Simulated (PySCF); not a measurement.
AlCl2 (SMILES [Cl][Al][Cl]), doublet, geometry from GFN2-xTB (such geometries of metal compounds can be far from the true shape); PySCF with SVWN5/6-31G**.

The PySCF input:
```python
from pyscf import gto, scf, dft

mol = gto.M(
    atom='''
Al    0.00160221    0.63542259    0.02351302
Cl    1.85128917   -0.24859337    0.01717242
Cl   -1.85251440   -0.23731802   -0.03515296
''',
    basis='6-31g**',
    spin=1,
    verbose=4,
)

mf = dft.UKS(mol)
mf.xc = 'lda,vwn'
mf.DIIS = scf.ADIIS
mf.kernel()
```

What the program printed (banner, timings and long lists left out):

```
PySCF version 2.14.0

[INPUT] verbose = 4
[INPUT] num. atoms = 3
[INPUT] num. electrons = 47
[INPUT] charge = 0
[INPUT] spin (= nelec alpha-beta = 2S) = 1
[INPUT] symmetry False subgroup None
[INPUT] Mole.unit = angstrom
[INPUT] Symbol           X                Y                Z      unit          X                Y                Z       unit  Magmom
[INPUT]  1 Al     0.001602210000   0.635422590000   0.023513020000 AA    0.003027738094   1.200774668462   0.044433168161 Bohr   0.0
[INPUT]  2 Cl     1.851289170000  -0.248593370000   0.017172420000 AA    3.498429508673  -0.469773385683   0.032451170696 Bohr   0.0
[INPUT]  3 Cl    -1.852514400000  -0.237318020000  -0.035152960000 AA   -3.500744857813  -0.448466062224  -0.066429466868 Bohr   0.0

nuclear repulsion = 155.377070911959
number of shells = 24
number of NR pGTOs = 153
number of NR cGTOs = 54
basis = 6-31g**
ecp = {}

******** <class 'pyscf.dft.uks.UKS'> ********
method = UKS
initial guess = minao
damping factor = 0
level_shift factor = 0
DIIS = <class 'pyscf.scf.diis.ADIIS'>
diis_start_cycle = 1
diis_space = 8
diis_damp = 0
SCF conv_tol = 1e-09
SCF conv_tol_grad = None
SCF max_cycles = 50
direct_scf = True
direct_scf_tol = 1e-13
number electrons alpha = 24  beta = 23
XC library pyscf.dft.libxc version 7.1.2
    S. Lehtola, C. Steigemann, M. J. T. Oliveira, and M. A. L. Marques,  SoftwareX 7, 1–5 (2018)
XC functionals = lda,vwn
    P. A. M. Dirac,  Math. Proc. Cambridge Philos. Soc. 26, 376 (1930)
    F. Bloch,  Z. Phys. 57, 545 (1929)
    S. H. Vosko, L. Wilk, and M. Nusair,  Can. J. Phys. 58, 1200 (1980)
radial grids:
    Treutler-Ahlrichs [JCP 102, 346 (1995); DOI:10.1063/1.469408] (M4) radial grids

becke partition: Becke, JCP 88, 2547 (1988); DOI:10.1063/1.454033
pruning grids: <function nwchem_prune>
grids dens level: 3
symmetrized grids: False
atomic radii adjust function: <function treutler_atomic_radii_adjust>
small_rho_cutoff = 0
Set gradient conv threshold to 3.16228e-05
tot grids = 56944
init E= -1159.06567862957

cycle= 1 E= -1158.79853464862  delta_E= 0.267  |g|= 0.255  |ddm|= 1.49
cycle= 2 E= -1158.68700647741  delta_E= 0.112  |g|= 0.482  |ddm|= 1.04
cycle= 3 E= -1158.84009622496  delta_E= -0.153  |g|= 0.0964  |ddm|= 0.525
cycle= 4 E= -1158.84022305431  delta_E= -0.000127  |g|= 0.0934  |ddm|= 0.262
cycle= 5 E= -1158.84609446102  delta_E= -0.00587  |g|= 0.00974  |ddm|= 0.137
cycle= 6 E= -1158.84605100033  delta_E= 4.35e-05  |g|= 0.0124  |ddm|= 0.0292
cycle= 7 E= -1158.84614948556  delta_E= -9.85e-05  |g|= 0.00194  |ddm|= 0.0163
cycle= 8 E= -1158.84614953585  delta_E= -5.03e-08  |g|= 0.0019  |ddm|= 0.00499
cycle= 9 E= -1158.84615162064  delta_E= -2.08e-06  |g|= 0.000129  |ddm|= 0.00262
cycle= 10 E= -1158.84615160298  delta_E= 1.77e-08  |g|= 0.000204  |ddm|= 0.000442
cycle= 11 E= -1158.84615163025  delta_E= -2.73e-08  |g|= 3.85e-05  |ddm|= 0.000233
cycle= 12 E= -1158.84615162974  delta_E= 5.1e-10  |g|= 4.63e-05  |ddm|= 0.000113
cycle= 13 E= -1158.84615163115  delta_E= -1.4e-09  |g|= 9.6e-06  |ddm|= 5.24e-05
cycle= 14 E= -1158.8461516312  delta_E= -5.91e-11  |g|= 1.45e-06  |ddm|= 1.27e-05
Extra cycle  E= -1158.8461516312  delta_E= -4.55e-13  |g|= 1.47e-06  |ddm|= 4.3e-06
converged SCF energy = -1158.8461516312  <S^2> = 0.75133038  2S+1 = 2.0013299
```
